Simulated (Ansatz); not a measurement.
## One elementary step

Start structure (CH$_{8}$OSn, closed shell), relaxed at PBE0-D4/def2-TZVP:

```
atom    x (Å)    y (Å)    z (Å)
 Sn1  -0.7452   1.4619  -0.0022
  O2   0.3468  -0.0613  -0.6091
  C3  -0.2312  -1.3394  -0.6497
  H4  -2.0784   1.5782  -1.0648
  H5   0.3160   2.7832  -0.1025
  H6  -1.2573   1.1193   1.5914
  H7   2.1747  -0.2086   1.1154
  H8   2.6093  -0.2111   1.7254
  H9  -0.5554  -1.6878   0.3417
 H10  -1.0976  -1.3890  -1.3251
 H11   0.5183  -2.0452  -1.0204
```

The step: CH₆OSn ([CH3][O][SnH3]) + H₂ → CH₄O ([CH3][OH]) + SnH₄; bonds formed: Sn1–H8, O2–H7; bonds broken: Sn1–O2, H7–H8. Computed with Ansatz 0.2.0 (basis: def2-TZVPP and def2-QZVPP); correlated methods freeze the cores. Filled d shells of the heavier atoms are correlated. Core potentials replace the inner electrons of the atoms past krypton. The def2 sets are not built for correlating such inner shells, so the correlated values are less sure here. Extrapolation: Hartree–Fock as exp(−7.88 √X), correlation as X^−2.97. Energies below are by CCSD(T) at an estimated basis limit (MP2 extrapolated from triple and quadruple zeta, plus CCSD(T) − MP2 in triple zeta).

**Question.** What are the electronic barrier and the energy of the step, from the start structure to the end structure? (An estimate is asked for; the value comes from the calculation.)

**Answer.** Computed: Barrier 1.484 eV; step energy -0.115 eV (downhill); reverse barrier, their difference, 1.599 eV. Barrier and step energy count from the start structure, the reverse barrier from the end structure.

The saddle point: One imaginary mode of 1303i cm⁻¹.
```json
{"pair": "Sn1–H8", "start (Å)": "4.13", "saddle (Å)": "2.11", "end (Å)": "1.71"}
{"pair": "O2–H7", "start (Å)": "2.52", "saddle (Å)": "1.19", "end (Å)": "0.96"}
{"pair": "Sn1–O2", "start (Å)": "1.97", "saddle (Å)": "2.17", "end (Å)": "3.09"}
{"pair": "H7–H8", "start (Å)": "0.75", "saddle (Å)": "1.05", "end (Å)": "3.25"}
```

Zero-point energy (harmonic, PBE0-D4): ZPE is 2.000 eV at the start and 2.031 eV at the saddle, so the barrier goes from 1.484 to 1.514 eV.

T1 diagnostic: at most 0.015.

Labels in which every atom is bracketed show which atoms are joined, not bond orders.

For scale, one of the runs: CCSD(T)/def2-TZVPP, 224 basis functions, launched by `ansatz run in.yaml --threads 4 --pin off --events-out ev --progress --plain --max-ram 9574MiB`. Hardware: 4 CPU threads of an Arm Neoverse V2, shared host. Wall time 88 s; peak host memory 4 GiB.
